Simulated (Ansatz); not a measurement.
`[InH2]` radical, relaxed with UKS PBE0-D4/def2-TZVP in the Gaussian-basis code of Ansatz from a PBE-D4/def2-SVP geometry. The force threshold is 0.005 eV/Å; the program also tests the step.

Charge 0, multiplicity 2. In takes the def2 core potential.

Start:

```xyz
3

In   -0.419   -0.148    0.405
H     0.505   -1.427   -0.446
H    -0.085    1.575    0.041
```

(1) By how much does the energy fall, and how many steps does the optimiser take? (Best estimate.)

(2) Which bonds change most? (Best estimate.)

(3) Give the relaxed structure. (Best estimate.)

## Answers

(1) Ansatz gave: 0.01 eV, in 3 steps.

(2) Ansatz gave: In1–H3 from 1.793 to 1.758 Å; In1–H2 from 1.793 to 1.758 Å.

(3) Computed: 
```xyz
3

In   -0.405   -0.143    0.391
H     0.493   -1.408   -0.436
H    -0.088    1.551    0.044
```
